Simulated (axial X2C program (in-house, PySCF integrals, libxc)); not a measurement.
## LiAg⁺: cheaper levels and CCSD(T), with spin–orbit coupling

Computed with an in-house all-electron X2C program for linear molecules (integrals from PySCF). Two-component (2c) means X2C with spin–orbit coupling and atomic mean-field two-electron Coulomb and Gaunt terms. Basis: Ag dyall-cv3z [12s12p8d5f3g], Li dyall-cv3z [7s8p2d] (cores contracted in-house); Gaussian nuclei, density fitting, unrestricted open shells. Masses: Ag 106.905 u, Li 7.016 u.

State: Ω = 1/2 (⟨Sz⟩ = 0.50, ⟨Lz⟩ = 0.00 at HF); fragments Ag + Li+.

| level | Re (Å) | ωe (cm⁻¹) | De (eV) |
| --- | --- | --- | --- |
| PBE0 | 2.781 | 213.9 | 0.720 |
| HF | 2.984 | 201.4 | 0.850 |
| MP2 | 2.762 | 226.8 | 0.575 |
| CCSD | 2.809 | 219.4 | 0.650 |
| PBE | 2.750 | 216.1 | 0.697 |

Correlated methods: 11 electrons correlated (number of frozen shells: Ag 4 s, 3 p, 1 d; Li 1 s), 253 virtual spin orbitals or spinors in MP2, 90 natural virtuals in coupled cluster.

CCSD(T), same Hamiltonian and basis:

Re = 2.790 Å, ωe = 222.4 cm⁻¹, De = 0.63 eV; T1 = 0.020 (Lee–Taylor normalisation).

(1) Give the differences from CCSD(T) in the columns below.

One determinant describes the state; a PBE0 search over occupations chose it and may have missed a lower one. Dissociation energies refer to the lowest single-determinant-based atoms at the same level and basis. Density functionals use the spin component along the axis (collinear). CCSD and (T) use frozen natural virtuals with an MP2 correction for the truncation; (T) itself is uncorrected, so its De runs slightly low.

Results:

(1) 

| level | ΔRe (Å) | Δωe (cm⁻¹) | ΔDe (eV) |
| --- | --- | --- | --- |
| PBE0 | -0.009 | -8.5 | 0.09 |
| HF | 0.194 | -21.0 | 0.22 |
| MP2 | -0.028 | 4.4 | -0.06 |
| CCSD | 0.019 | -3.0 | 0.02 |
| PBE | -0.040 | -6.3 | 0.07 |
